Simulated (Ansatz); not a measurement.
Gas-phase electronic energies from Ansatz, PBE0-D4/def2-TZVP geometries. CBS: MP2 limit from def2 TZ/QZ plus the TZ coupled-cluster correction, frozen cores. This one scheme is used for every species. DFT in def2-TZVPP. One conformer a species, not always the lowest.

Reaction (formal exchange of groups at a B–C bond): `CBCBO` + `[F][AlH2]` → `C[BH][AlH][F]` + `CBO`

```
  level  ΔE (kcal/mol)
PBE0-D4           10.9
ωB97X-V           11.4
ωB97M-V           12.6
    PBE            9.9
```

(1) What does CCSD(T)/CBS give? (Estimate.)

Largest T1 diagnostic among the species: 0.012.

Results:

(1) Computed: +11.7 kcal/mol. The listed levels differ from it by -0.8, -0.3, 0.9, -1.8 kcal/mol.

In def2-TZVPP, CCSD(T) changes the Hartree–Fock value by +1.0 kcal/mol (the triples alone add +0.4 kcal/mol) and MP2 by +2.8 kcal/mol. The D4 term adds +1.0 kcal/mol with B3LYP and +0.6 kcal/mol with PBE0; it sums over pairs of atoms, weighted by their polarisabilities, and B3LYP, whose exchange is more repulsive, gets the larger term.

B3LYP here is the variant with VWN-RPA as its local correlation; programs differ in this.
